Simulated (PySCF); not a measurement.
```xyz
4
charge -1 multiplicity 1, angstrom
Se    0.0000    0.0000    0.0000
F     1.9429    0.0000    0.0000
F    -0.9715    1.6826    0.0000
F    -0.9714   -1.6826    0.0000
```

Computed with PySCF, PBE0, basis Se def2-SVPD, F def2-SVPD (no relativity, density fitting).

This geometry of [SeF3]- is a stationary point at this level.

(1) What is the point group?

(2) Is it a minimum?

(3) List the harmonic modes with their infrared intensities.

(4) Give the atomic charges and bond orders.

Results:

(1) D3h.

(2) No: it has 2 imaginary modes (one degenerate set), at 82i cm⁻¹ (e').

(3) 
| symmetry | ω (cm⁻¹) | IR (km/mol, summed over degenerate members) | type |
| --- | --- | --- | --- |
| e' | 82i | – | bend |
| a2'' | 283 | 21.3 | bend |
| e' | 427 | 556 | stretch |
| a1' | 493 | 0.0 | stretch |

(4) 
```csv
atom,Mulliken,Löwdin,polar tensor,Mayer order to Se1
Se1,0.93,1.21,1.42,–
"F2,3,4",-0.64,-0.74,-0.81,0.44
```

This need not be the most stable arrangement of these atoms. The lowest empty level of this anion is unbound, so it and the gap depend on the basis. At this level a singlet minimum of C2v symmetry lies 49 kJ/mol below this structure.
